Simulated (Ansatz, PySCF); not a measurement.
F3GeHO, SMILES [OH][Ge]([F])([F])[F]. Atoms are numbered in the order given.

```xyz
6

O      1.6073    -0.0667     0.6670
Ge     0.0059     0.0012     0.0172
F     -0.2924    -1.2371    -1.1224
F     -1.1002    -0.1655     1.2982
F     -0.3133     1.4747    -0.7876
H      2.3018     0.0212     0.0028
```

Geometry optimised at PBE0-D3(BJ)/def2-SVP. The values are those of a single conformer.

Two levels are set side by side: PBE-D3(BJ)/def2-SVP (Ansatz, a quantum-chemistry and plane-wave program) and PBE0-D3(BJ)/def2-SVP (Ansatz). Each level has its own optimised geometry; the coordinates shown are those of the second. Frequencies come from the Hessian of PySCF at each geometry. Differences are taken from unrounded values.

| quantity | PBE0-D3(BJ) | PBE-D3(BJ) | PBE-D3(BJ) minus PBE0-D3(BJ) |
|---|---|---|---|
| mean bond length (Å) | 1.563 | 1.583 | 0.021 |
| bond O1–Ge2 (Å) | 1.730 | 1.755 | 0.026 |
| bond Ge2–F3 (Å) | 1.709 | 1.731 | 0.022 |
| bond Ge2–F4 (Å) | 1.701 | 1.722 | 0.021 |
| bond Ge2–F5 (Å) | 1.709 | 1.731 | 0.022 |
| bond O1–H6 (Å) | 0.965 | 0.977 | 0.012 |
| highest harmonic wavenumber (cm⁻¹) | 3894 | 3717 | -178 |
| mean harmonic wavenumber (cm⁻¹) | 767 | 732 | -35 |
| zero-point energy (kcal/mol) | 13.15 | 12.55 | -0.59 |

Exact exchange shortens and stiffens bonds; PBE has none. Differences between two approximate levels are no errors against the true value.
